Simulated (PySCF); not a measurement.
Simulated C 1s region for `[GeH3][C]#C[SiH2]CN`, binding energy against the vacuum level.

Every computed line was given a Gaussian of 0.6 eV full width at half maximum and an area set by the number of equivalent atoms; the highest printed point is 100. The calculation used delta-SCF UKS SCAN, pcX-2 on the ionised atom, pcseg-1 elsewhere, spin-free X2C in PySCF.

binding energy (eV), intensity and a bar:
```
    288.8          0 
    288.9          1 
    289.0          2 
    289.1          5 #
    289.2         12 ###
    289.3         24 #######
    289.4         42 #############
    289.5         65 ####################
    289.6         87 ##########################
    289.7        100 ##############################
    289.8        100 ##############################
    289.9         86 ##########################
    290.0         65 ###################
    290.1         42 #############
    290.2         25 #######
    290.3         15 ####
    290.4         13 ####
    290.5         17 #####
    290.6         27 ########
    290.7         39 ############
    290.8         49 ###############
    290.9         53 ################
    291.0         48 ###############
    291.1         38 ###########
    291.2         26 ########
    291.3         15 ####
    291.4          7 ##
    291.5          3 #
    291.6          1 
    291.7          0
```

Problem. How many maxima does the curve show, and how many computed lines lie under it?

Solution. The curve has 2 maxima (at 289.7 and 290.9 eV). Under it lie 3 lines from 3 inequivalent carbon sites. At this width some lines have no maximum of their own.

Problem. Decompose the envelope and assign each component. Numbering: `[NH2:1][CH2:2][SiH2:3][C:4]#[C:5][GeH3:6]`.

Solution. 
| position (eV) | relative area | line | atoms | environment |
| --- | --- | --- | --- | --- |
| 289.68 | 1 | C 1s | C4 | alkyne carbon |
| 289.81 | 1 | C 1s | C5 | alkyne carbon |
| 290.90 | 1 | C 1s | C2 | sp3 carbon bound to nitrogen |

Lowest listed C 1s: C4, bonded to C (triple bond) and Si. Highest, 1.22 eV above it: C2, bonded to N, 2 H and Si. The widest gap between neighbouring values is 1.09 eV, between 289.81 and 290.90 eV.

No satellites, vibrations or lifetime broadening are included. The unrestricted hole states depart most from a pure doublet (⟨S²⟩ = 0.75; over 0.85 named) for C 1s of C4 (0.86) and C 1s of C5 (0.86), which makes these values less certain. Geometry: PBE0-D3(BJ)/def2-SVP, one conformer, isolated molecule.

The values belong to the conformer `[NH2:1][CH2:2][SiH2:3][C:4]#[C:5][GeH3:6]`: N1–C2–Si3–C4 57°, H–N1–C2–Si3 -62°, H–N1–C2–Si3 179°.
